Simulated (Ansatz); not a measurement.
**Worked example: SnH2(CH3)Cl + C2H5FSn → SnH2(CH3)F + C2H5ClSn**

Gas-phase species: SnH2(CH3)Cl, singlet; C2H5FSn `C[CH2][Sn][F]`, singlet; SnH2(CH3)F, singlet; C2H5ClSn `C[CH2][Sn][Cl]`, singlet. The partners trade Cl for F; both sit on Sn, so the bond types are kept.

Shapes, held fixed at every level: PBE0-D4/def2-TZVP. Flexible molecules stand in one conformer, not always the lowest. Programs: Ansatz 0.2.0. The zero-point and thermal change to 298 K, harmonic and unscaled (PBE0-D4/def2-TZVP), is +0.4 kJ/mol.

At CCSD(T)/def2-TZVPP; 1 Eh = 2625.50 kJ/mol:

| species | energy (Eh) |
| --- | --- |
| SnH2(CH3)Cl | -714.457184 |
| C2H5FSn | -392.502730 |
| SnH2(CH3)F | -354.456280 |
| C2H5ClSn | -752.503279 |

**Question.** Work out ΔH(298 K) of the reaction at this level.

**Answer.** 
1. Products less reactants: (-354.456280) + (-752.503279) − [(-714.457184) + (-392.502730)] = 0.000355 Eh = +0.9 kJ/mol.
2. With the thermal change: +0.9 + (+0.4) = +1.3 kJ/mol.

Other levels give 0.0 (BHLYP-D4/def2-TZVPP) to +3.9 kJ/mol (wB97X-V/def2-TZVPP). No measured value is set beside it here. For atoms past krypton def2 sets carry core potentials with scalar relativity. Outer-core shells of Sn are correlated, in sets that cover them unevenly. The levels disagree on the sign, so it isn't settled. That is about zero within the method's error.
